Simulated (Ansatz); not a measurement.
Molecule: C₇H₁₄, charge 0, multiplicity 1. 
Structure (B3LYP-D3(BJ)/def2-TZVP (Ansatz, a quantum-chemistry and plane-wave program) minimum search):
```xyz
21

C     -2.4987    -0.2215    -0.7192
C     -1.2281    -0.2950     0.1148
C     -0.7856     1.0596     0.7109
C      0.7580     0.9988     0.8234
C      1.1767    -0.3852     0.2781
C      2.5492    -0.4045    -0.3787
C      0.0152    -0.7680    -0.6434
H     -2.7713    -1.2007    -1.1193
H     -2.3656     0.4602    -1.5638
H     -3.3422     0.1427    -0.1281
H     -1.3959    -0.9952     0.9413
H     -1.2701     1.2543     1.6687
H     -1.0856     1.8675     0.0388
H      1.1110     1.1503     1.8444
H      1.2146     1.7837     0.2153
H      1.1821    -1.0953     1.1129
H      3.3304    -0.1029     0.3229
H      2.5796     0.2850    -1.2268
H      2.8012    -1.4010    -0.7485
H      0.0997    -0.2201    -1.5902
H     -0.0082    -1.8333    -0.8833
```

Computed values are from Ansatz. Valence correlation only, unless marked. UHF or UKS for open shells. Spin-orbit coupling is left out. Non-relativistic. Basis-set limits of correlation are two-point, X^-3; Hartree-Fock from the larger set. [CCSD(T)-MP2]/basis is that difference in the basis named.

```json
{
  "atomisation energy De": "8597.3 kJ/mol at RI-MP2/CBS(aug-cc-pVTZ,aug-cc-pVQZ)+[CCSD(T)-MP2]/aug-cc-pVTZ",
  "total_energy": "-274.8149 Eh at RI-MP2/CBS(aug-cc-pVTZ,aug-cc-pVQZ)+[CCSD(T)-MP2]/aug-cc-pVTZ",
  "dipole_moment": "0.20 D at CCSD(T)/aug-cc-pVDZ",
  "T1 diagnostic": "0.009 at CCSD/aug-cc-pVTZ",
  "measured enthalpy of formation, 298 K": "-135.8 kJ/mol (CRC Handbook, as tabulated in the package chemicals; older table, unchecked)"
}
```
